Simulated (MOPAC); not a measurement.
MOPAC input (AM1):

```
AM1 1SCF GEO-OK AUX(PRECISION=9) THREADS=1
H2S2

S    -0.92221320 1    0.05614290 1    0.47181313 1
S     0.92278838 1    0.05434478 1   -0.47089818 1
H    -1.53509157 1   -0.87361723 1   -0.28708287 1
H     1.52588870 1   -0.89418562 1    0.27244361 1
```

From the output:

```
                                                       MOPAC v23.2.5 Linux

          FINAL HEAT OF FORMATION =          8.95597 KCAL/MOL =      37.47176 KJ/MOL

          COSMO AREA              =         88.65 SQUARE ANGSTROMS
          COSMO VOLUME            =         73.13 CUBIC ANGSTROMS

          IONIZATION POTENTIAL    =          9.774560 EV
          HOMO LUMO ENERGIES (EV) =         -9.775 -1.970
          NO. OF FILLED LEVELS    =          7
          MOLECULAR WEIGHT        =         66.1358         POINT GROUP:  C2

          MOLECULAR DIMENSIONS (Angstroms)

            Atom       Atom       Distance
            H     4    H     3     3.11177
            S     1    S     2     1.25914
            S     1    H     3     0.93919

          SCF CALCULATIONS        =          1

   ATOM   CHEMICAL          X               Y               Z
  NUMBER   SYMBOL      (ANGSTROMS)     (ANGSTROMS)     (ANGSTROMS)

     1       S         -0.92221320  *   0.05614290  *   0.47181313  *
     2       S          0.92278838  *   0.05434478  *  -0.47089818  *
     3       H         -1.53509157  *  -0.87361723  *  -0.28708287  *
     4       H          1.52588870  *  -0.89418562  *   0.27244361  *

                             CARTESIAN COORDINATES

   1    S       -0.922213200     0.056142900     0.471813130
   2    S        0.922788380     0.054344780    -0.470898180
   3    H       -1.535091570    -0.873617230    -0.287082870
   4    H        1.525888700    -0.894185620     0.272443610

           Empirical Formula: H2 S2  =     4 atoms

      MOLECULAR POINT GROUP   :   C2

                  EIGENVALUES
 -20.88432 -18.50529 -15.90001 -13.78736 -12.39850  -9.83054  -9.77456  -1.97039
   0.75959   1.06629

              NET ATOMIC CHARGES AND DIPOLE CONTRIBUTIONS

  ATOM NO.   TYPE          CHARGE      No. of ELECS.   s-Pop       p-Pop
    1          S          -0.041042        6.0410     1.90538     4.13566
    2          S          -0.041042        6.0410     1.90538     4.13566
    3          H           0.041042        0.9590     0.95896
    4          H           0.041042        0.9590     0.95896
 DIPOLE           X         Y         Z       TOTAL
 POINT-CHG.    -0.002    -0.370    -0.003     0.370
 HYBRID        -0.008    -1.510    -0.013     1.510
 SUM           -0.010    -1.880    -0.016     1.880

          ATOMIC ORBITAL ELECTRON POPULATIONS

     Atom    s        px        py        pz
    1  S   1.90538   1.11861   1.56240   1.45465
    2  S   1.90538   1.12236   1.54593   1.46738
    3  H   0.95896
    4  H   0.95896

 **********************
 *                    *
 * JOB ENDED NORMALLY *
 *                    *
 **********************

 == MOPAC DONE ==
```

The geometry given is a B3LYP-D3(BJ)/def2-TZVP minimum.
